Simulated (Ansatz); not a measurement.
Geometry optimisation, Ansatz, RKS PBE-D4/def2-SVP.

input.yaml

```yaml
crystal:
  periodic: [false, false, false]
  atoms:
    - { symbol: F, position_ang: [0.9614, -1.3052, -1.1535] }
    - { symbol: B, position_ang: [0.7921, -0.0882, -0.3341] }
    - { symbol: B, position_ang: [-0.6766, 0.2753, 0.3903] }
    - { symbol: Cl, position_ang: [-2.0325, -0.8123, 0.1649] }
    - { symbol: H, position_ang: [1.731, 0.6145, -0.1957] }
    - { symbol: H, position_ang: [-0.7333, 1.2518, 1.0819] }
basis:
  gaussian: { orbitals: def2-SVP }
hamiltonian:
  xc: pbe
  dispersion: d4
relax:
  f_tol: 0.02
  max_steps: 40
```

Run as:

```bash
$ ansatz run input.yaml --threads 1 --pin off --max-ram 2048MiB --backend cpu --events-out ev --progress --plain --runs-dir out
```

Question: Where does it end, and by what steps?

Answer: It converged. After 17 steps the energy has fallen by 0.545 eV; H5 moved furthest, 0.98 Å.

```tsv
step	energy less start (eV)	largest force component (eV/Å)	accepted
0	0.0000	3.556	yes
1	-0.3313	2.127	yes
2	-0.3657	1.071	yes
3	-0.4209	0.151	yes
4	-0.4233	0.094	yes
5	-0.4256	0.099	yes
6	-0.4307	0.163	yes
7	-0.4486	0.147	yes
8	-0.4471	1.010	no
9	-0.4647	0.163	yes
10	-0.4817	0.277	yes
11	-0.5007	0.686	yes
12	-0.5265	0.277	yes
13	-0.5378	0.200	yes
14	-0.5380	0.188	yes
15	-0.5405	0.219	yes
16	-0.5450	0.044	yes
17	-0.5453	0.017	yes
```

```xyz
6
Properties=species:S:1:pos:R:3
F 1.420 -1.329 -0.294
B 0.805 -0.145 -0.367
B -0.636 0.180 0.478
Cl -2.156 -0.109 -0.364
H 1.338 0.688 -1.095
H -0.730 0.650 1.596
```

Whether the end is a true minimum wasn't checked by a vibrational analysis.

The run took 32 s on 1 CPU thread of a shared host.
